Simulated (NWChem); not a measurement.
Molecule: C2H6B, doublet; SMILES C[B]C

In the optimisation the excess spin sits in a (C2, its own frame).

Problem. Give the equilibrium geometry at PBE0/def2-SVP, spin-unrestricted (NWChem) as an XYZ file, with the point group.

Solution. point group C2; any orientation.
```
9

C     -1.4036     0.0090    -0.1199
B      0.0000     0.0000     0.5391
C      1.4036    -0.0090    -0.1199
H     -1.6793    -1.0621    -0.2021
H     -2.1949     0.4816     0.4806
H     -1.4203     0.4182    -1.1468
H      1.4203    -0.4182    -1.1468
H      2.1949    -0.4816     0.4806
H      1.6793     1.0621    -0.2021
```
